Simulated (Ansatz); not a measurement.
ClFH4O2Si2, SMILES `O[Si](F)(Cl)O[SiH3]`, relaxed with RKS PBE0-D4/def2-TZVP in Ansatz 0.2.0 from a GFN2-xTB geometry. The force threshold is 0.005 eV/Å; the program also tests the step.

Charge 0, multiplicity 1.

Start:

```xyz
10

O     2.061   -1.389   -0.128
Si    0.646   -0.872   -0.686
F    -0.414   -2.078   -0.590
Cl    0.892   -0.345   -2.567
O     0.056    0.311    0.215
Si   -1.146    1.326    0.656
H     2.172   -1.674    0.776
H    -0.406    2.476    1.166
H    -1.954    1.629   -0.522
H    -1.907    0.616    1.681
```

How much energy does the relaxation release, and in how many steps? (Estimate.)

The calculation gave: 2.79 kcal/mol, in 55 steps, 3 of them rejected.

Which bonds change most? (An estimate is asked.)

Computed: Si2–Cl4 from 1.970 to 2.021 Å; Si2–F3 from 1.608 to 1.582 Å; Si6–H9 from 1.460 to 1.483 Å; Si6–H10 from 1.461 to 1.483 Å.

Give the relaxed structure. (Best estimate.)

The calculation gave: 
```xyz
10

O     2.151   -1.267   -0.388
Si    0.565   -1.027   -0.564
F    -0.238   -2.342   -0.203
Cl    0.228   -0.618   -2.515
O     0.030    0.151    0.385
Si   -1.075    1.345    0.635
H     2.511   -1.330    0.499
H    -0.588    2.167    1.768
H    -1.196    2.176   -0.587
H    -2.389    0.745    0.970
```
